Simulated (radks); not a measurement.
Values are calculated unless marked as measured or tabulated.
Task: The molybdenum ion Mo10+, 32 electrons, occupied as [Ar] 3d10 4s2 4p2. Level of theory: Dirac Kohn-Sham, BLYP, spin-unpolarised, spherical densities, finite nucleus; open shells fill j = l - 1/2 first; Fermi nuclear charge, rms radius 4.4091 fm (a radial shooting solver on a logarithmic mesh with Libxc functionals). Some entries of the table are withheld. Estimate them.

orbital,occ.,eigenvalue (eV),<1/r> (bohr^-1),<r> (bohr)
1s1/2,2,-20007.63,43.55,(1)
2s1/2,2,-2986.822,9.916,0.1533
2p1/2,2,-2763.726,9.894,(2)
2p3/2,4,-2656.994,9.421,(3)
3s1/2,2,-658.8661,3.406,0.4269
3p1/2,2,(4),3.308,(5)
3p3/2,4,(6),3.194,(7)
3d3/2,4,-405.9592,(8),(9)
3d5/2,6,-402.5600,(10),(11)
4s1/2,2,-226.0861,1.380,1.004
4p1/2,2,-198.6370,1.299,1.052
4p3/2,0,-195.0602,1.270,1.070

Result: 
(1) 1s1/2 <r> (bohr): 0.03516
(2) 2p1/2 <r> (bohr): 0.1307
(3) 2p3/2 <r> (bohr): 0.1352
(4) 3p1/2 eigenvalue (eV): -573.8836
(5) 3p1/2 <r> (bohr): 0.4209
(6) 3p3/2 eigenvalue (eV): -556.1088
(7) 3p3/2 <r> (bohr): 0.4312
(8) 3d3/2 <1/r> (bohr^-1): 3.014
(9) 3d3/2 <r> (bohr): 0.4082
(10) 3d5/2 <1/r> (bohr^-1): 2.985
(11) 3d5/2 <r> (bohr): 0.4115
